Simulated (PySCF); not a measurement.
# Spin–spin coupling constants

Geometry:
```tsv
atom	x (Å)	y (Å)	z (Å)
Ga1	0.006	-0.007	-0.001
C2	1.980	-0.039	-0.033
H3	2.399	-1.054	-0.093
H4	2.378	0.445	0.875
H5	2.357	0.545	-0.889
C6	-0.951	1.721	0.005
H7	-1.563	1.810	0.919
H8	-1.653	1.771	-0.844
H9	-0.282	2.592	-0.046
C10	-1.019	-1.695	0.028
H11	-2.108	-1.539	0.042
H12	-0.745	-2.294	0.913
H13	-0.768	-2.309	-0.853
```

Indirect spin–spin couplings were computed at PBE/pcJ-1 (pcSseg-1 on Ga) (without the spin–dipole term) (PySCF 2.14) on a PBE0-D3(BJ)/def2-SVP structure, for the isolated molecule, without vibrational or relativistic corrections. Couplings are averaged over pairs made equivalent by symmetry, fast rotation or ring inversion, so a value needn't be that of the named pair in this geometry, while other rotamers aren't included; one pair stands for each set, and the list holds those of at least 0.8 Hz over up to four bonds.

Isotopes: $^{13}$C, $^{1}$H.

```csv
pair,bonds,J (Hz)
"C2, H3",1,?
"C2, C6",2,?
"H3, H4",2,-12.1
"C2, H7",3,0.8
```

Q: Estimate the withheld couplings, with signs.

A: 
- $^{1}J$(C2,H3) = 119.6 Hz (mean over equivalent pairs that range from 116.7 to 124.4 Hz in this conformer)
- $^{2}J$(C2,C6) = 8.4 Hz

Relativistic effects of the heavier atoms present are left out.
